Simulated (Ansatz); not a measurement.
Mulliken charges of CH4OSe (`OC[SeH]`) from ωB97M-V/def2-TZVPP in Ansatz (PBE0-D4/def2-TZVP geometry).

| atom | x (Å) | y (Å) | z (Å) | charge (e) |
| --- | --- | --- | --- | --- |
| O1 | -1.223 | 0.230 | -0.675 | -0.288 |
| C2 | -0.123 | 0.502 | 0.129 | -0.119 |
| Se3 | 1.562 | -0.345 | -0.446 | -0.103 |
| H4 | -1.354 | -0.722 | -0.712 | 0.180 |
| H5 | -0.270 | 0.221 | 1.175 | 0.134 |
| H6 | 0.061 | 1.574 | 0.071 | 0.141 |
| H7 | 1.408 | -1.527 | 0.412 | 0.056 |

Problem. By hand: the dipole of these point charges (1 e Å = 4.8032 D).

Solution. Σ q r = (0.014, -0.054, 0.287) e Å, of length 0.292 e Å = 1.40 D.

Problem. How does the dipole of the full density compare? (Estimate.)

Solution. Computed: (-0.089, -0.201, 0.263) e Å, 1.65 D; the point charges give 0.85 times that, at 32° from its direction.

Point charges leave out the atoms' own dipoles, such as those of lone pairs, and Mulliken's split depends on the basis, so the two needn't agree.
